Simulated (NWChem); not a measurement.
Species: SiHI, singlet; SMILES [SiH]I

```xyz
3

Si     0.0659    -1.9167     0.0000
H     -1.4555    -2.0319     0.0000
I      0.0101     0.5446     0.0000
```
Atoms are numbered in this order, from 1.

All runs: NWChem. Low-valent species are run as closed-shell singlets; no triplet was tried in these runs. Geometry: optimised at PBE0-D3(BJ)/def2-TZVP. def2 effective core potentials on I; no spin-orbit coupling.

Problem. Estimate the computed values for RPBE/def2-SVP. Quantities: highest occupied level (eV); orbital gap (eV); dipole (D).

Solution. 
```json
{
 "highest occupied level (eV)": "-5.70",
 "orbital gap (eV)": "1.83",
 "dipole (D)": "0.60"
}
```
